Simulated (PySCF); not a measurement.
**Correlation energy of Rh (rhodium, neutral)**

[Kr] 4d9, 2D determinant (an excited configuration). Computed with PySCF 2.14 in ANO-RCC-VTZP (7s6p4d2f1g, 68 functions), with scalar relativity by spin-free X2C-1e. Frozen: [Kr]; 9 electrons correlated.

```json
{"level": "CCSD", "correlation energy (mhartree)": "-282.50"}
{"level": "(T)", "correlation energy (mhartree)": "-14.96"}
{"level": "CCSD(T)", "correlation energy (mhartree)": "-297.46"}
```

Diagnostics: T1 = 0.032, D1 = 0.1130, largest double amplitude 0.032.

T1 exceeds 0.03, a sign that the reference determinant is poor.

Cost of the coupled-cluster step: about 9 core-seconds, for 9 correlated electrons.
